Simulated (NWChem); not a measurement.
System: Si₂NH₆, doublet; SMILES [SiH2]N[SiH3]

```xyz
9

Si    -0.1527    -1.6286    -0.0758
N      0.6087    -0.0541     0.0250
Si    -0.1358     1.5291    -0.0148
H     -1.4741    -1.5253     0.6142
H      0.7199    -2.6151     0.6389
H      1.6152    -0.0640    -0.1228
H     -1.5341     1.3749     0.4570
H     -0.1582     2.1438    -1.3730
H      0.6097     2.4567     0.8793
```
Atoms are numbered in this order, from 1.

The geometry was optimised at B3LYP/6-31G* (spherical d), spin-unrestricted. No stability test was run on the SCF state. B3LYP is NWChem's, with the RPA form of VWN correlation.

List the 4 lowest vertical excitations from B3LYP/def2-SVP, spin-unrestricted, TDA (NWChem).


```json
[
 {"state": "state 1", "energy (eV)": "4.12", "oscillator strength": "0.005", "<S²>": "0.78"},
 {"state": "state 2", "energy (eV)": "4.42", "oscillator strength": "0.113", "<S²>": "0.76"},
 {"state": "state 3", "energy (eV)": "5.29", "oscillator strength": "0.030", "<S²>": "0.77"},
 {"state": "state 4", "energy (eV)": "5.42", "oscillator strength": "0.023", "<S²>": "0.77"}
]
```
